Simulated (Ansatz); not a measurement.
`[NH2][SnH]([OH])[Cl]` → HCl + `[NH2][Sn][OH]`  (stannylene formation by 1,1-elimination)

Gas-phase electronic energies from Ansatz, PBE0-D4/def2-TZVP geometries. CBS: MP2 limit from def2 TZ/QZ plus the TZ coupled-cluster correction, frozen cores. This one scheme is used for every species. DFT in def2-TZVPP. B3LYP here is the variant with VWN-RPA as its local correlation; programs differ in this. HSE06 is defined as in plane-wave codes. def2 core potentials past Kr. For Sn outer-core shells are correlated without core-valence functions, which leaves a few kJ/mol of doubt a bond. Each species was taken in one conformer, which may not be the lowest.

```json
{"level": "B3LYP-D4", "ΔE (kJ/mol)": "43.0", "difference from CCSD(T)/CBS": "-21.7"}
{"level": "HSE06-D4", "ΔE (kJ/mol)": "65.9", "difference from CCSD(T)/CBS": "1.2"}
{"level": "BHLYP-D4", "ΔE (kJ/mol)": "65.3", "difference from CCSD(T)/CBS": "0.6"}
{"level": "ωB97M-V", "ΔE (kJ/mol)": "62.5", "difference from CCSD(T)/CBS": "-2.2"}
{"level": "B2PLYP", "ΔE (kJ/mol)": "45.4", "difference from CCSD(T)/CBS": "-19.3"}
{"level": "PBE0", "ΔE (kJ/mol)": "60.3", "difference from CCSD(T)/CBS": "-4.4"}
{"level": "LC-ωPBE", "ΔE (kJ/mol)": "78.1", "difference from CCSD(T)/CBS": "13.4"}
{"level": "HF/def2-TZVPP", "ΔE (kJ/mol)": "71.6", "difference from CCSD(T)/CBS": "6.9"}
{"level": "HF/def2-QZVPP", "ΔE (kJ/mol)": "71.7", "difference from CCSD(T)/CBS": "7.0"}
{"level": "HF/CBS(def2)", "ΔE (kJ/mol)": "71.7", "difference from CCSD(T)/CBS": "7.0"}
{"level": "CCSD(T)/CBS", "ΔE (kJ/mol)": "64.7", "difference from CCSD(T)/CBS": "0"}
```

Largest T1 diagnostic among the species: 0.017.

From BLYP to BHLYP (50 % exact exchange), in def2-TZVPP and without D4, ΔE moves by +42.4 kJ/mol. In def2-TZVPP, CCSD(T) changes the Hartree–Fock value by −8.3 kJ/mol (the triples alone add +1.3 kJ/mol) and MP2 by −11.4 kJ/mol. The D4 term adds +9.9 kJ/mol with B3LYP and +5.6 kJ/mol with PBE0; it sums over pairs of atoms, weighted by their polarisabilities, and B3LYP, whose exchange is more repulsive, gets the larger term.
